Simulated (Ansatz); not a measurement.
F2GaH3OSi (`[F][Ga]([F])[O][SiH3]`), 8 atoms. Charge 0, multiplicity 1. Correlated methods include outer-core shells of Ga, which these sets cover unevenly. Scalar relativity is left out up to krypton. All runs use 4 threads of an Arm Neoverse V2 on a shared host. Correlated methods freeze the cores.

(1) Give the basis size and wall time and peak host memory of each of these runs in Ansatz. RKS B97M-V/def2-TZVPP energy; RKS ωB97X-V/def2-TZVPP energy; RKS PBE0-D4/def2-SVP energy; RKS ωB97M-V/def2-SVP energy; RKS PBE0-D4/def2-QZVPP energy; RKS PBE-D4/def2-TZVPP energy and forces; RHF-CCSD(T)/def2-TZVPP energy; direct RPA on PBE orbitals/def2-TZVPP energy; RHF-CCSD(T)/def2-SVP energy; RKS revPBE-D4/def2-TZVPP energy; RKS PBE0-D4/def2-TZVP relaxation (8 steps); RKS PBE0-D4/def2-TZVP frequencies. (An estimate is asked.)

Results:

(1) The calculation gave: Other jobs shared the machine, so times are rough.

```
                                level                   job  functions  wall time  peak host memory (GiB)
                 RKS PBE0-D4/def2-SVP                energy        107      1.1 s                    0.23
             RKS revPBE-D4/def2-TZVPP                energy        225      1.7 s                    0.29
                RKS PBE-D4/def2-TZVPP     energy and forces        225        2 s                    0.29
direct RPA on PBE orbitals/def2-TZVPP                energy        225        4 s                    0.48
                 RKS ωB97M-V/def2-SVP                energy        107      4.3 s                    0.34
                 RHF-CCSD(T)/def2-SVP                energy        107        6 s                    0.49
               RKS ωB97X-V/def2-TZVPP                energy        225      6.5 s                    0.73
               RKS PBE0-D4/def2-QZVPP                energy        420        7 s                     1.6
                RKS B97M-V/def2-TZVPP                energy        225      7.5 s                    0.37
                RKS PBE0-D4/def2-TZVP  relaxation (8 steps)        196       26 s                    0.57
                RKS PBE0-D4/def2-TZVP           frequencies        196       96 s                    0.56
               RHF-CCSD(T)/def2-TZVPP                energy        225    2.4 min                     3.8
```
